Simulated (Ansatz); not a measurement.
`[CH3][GeH2][S]S` + H–F → `[CH3][GeH2][F]` + `SS` at 298.15 K and 1 bar (ligand exchange at a Ge–S bond).

Calculated with Ansatz (gas phase, PBE0-D4/def2-TZVP geometries, no zero-point term in ΔE). CBS: MP2 limit from def2 TZ/QZ plus the TZ coupled-cluster correction, frozen cores. This one scheme is used for every species. For Ge outer-core shells are correlated without core-valence functions, which leaves a few kJ/mol of doubt a bond. Scalar relativity is left out up to krypton. Each species was taken in one conformer, which may not be the lowest.

```json
{"species": "`[CH3][GeH2][S]S`", "CCSD(T)/CBS energy (Eh)": "-2913.35128", "H − E (kJ/mol)": "189.8", "S (J/(mol·K))": "366.3"}
{"species": "H–F", "CCSD(T)/CBS energy (Eh)": "-100.39570", "H − E (kJ/mol)": "33.5", "S (J/(mol·K))": "173.6"}
{"species": "`[CH3][GeH2][F]`", "CCSD(T)/CBS energy (Eh)": "-2217.00316", "H − E (kJ/mol)": "159.0", "S (J/(mol·K))": "302.2"}
{"species": "`SS`", "CCSD(T)/CBS energy (Eh)": "-796.74576", "H − E (kJ/mol)": "60.1", "S (J/(mol·K))": "251.3"}
```

H − E and S are ideal-gas, rigid-rotor, harmonic terms from PBE0-D4/def2-TZVP, for one conformer and one mirror image of each species. 1 Eh = 2625.50 kJ/mol, R = 8.31446 J/(mol·K).

Q: By hand: ΔE, ΔH, ΔS and ΔG.

A: ΔE = (-2217.00316) + (-796.74576) − (-2913.35128) − (-100.39570) = -0.00194 Eh = -5.1 kJ/mol. Δ(H − E) = 159.0 + 60.1 − 189.8 − 33.5 = -4.2, so ΔH = -9.3 kJ/mol. ΔS = 302.2 + 251.3 − 366.3 − 173.6 = 13.6 J/(mol·K). ΔG = -9.3 − 298.15 × (13.6)/1000 = -13.4 kJ/mol.

Q: By hand: the equilibrium constant, and the temperature at which ΔG would vanish if ΔH and ΔS stayed fixed.

A: log₁₀ K = −ΔG/(RT ln 10) = 2.3. ΔH and −TΔS have one sign here, so there is no such temperature.

TΔS isn't small against ΔH here. A doubt of 5 kJ/mol in ΔE shifts log₁₀ K by 0.9 here. Other conformers and mirror images would add mixing entropy, several J/(mol·K) or more a flexible species. These are equilibria of isolated gas molecules and say nothing of rates. Largest T1 diagnostic: 0.011 (customary marks: 0.02 for closed shells, 0.045 for open ones).
